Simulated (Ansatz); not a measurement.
Harmonic frequencies (cm⁻¹) at PBE0-D4/def2-TZVP from Ansatz: 132, 162, 256, 259, 277, 329, 385, 419, 657, 673, 859, 877, 929, 1001, 1122, 1434, 1562, 2708, 3148, 3619, 3709.

Each molecule was computed in one conformer, which needn't be the lowest.

Which molecule is it?
A. `N[Si]1(F)[AlH][S]1`
B. `[NH2][Al]1[CH]=[C]1S`
C. `[Cl][GeH2][SiH2]Br`
D. `N/C=N/[SiH3]`

B.
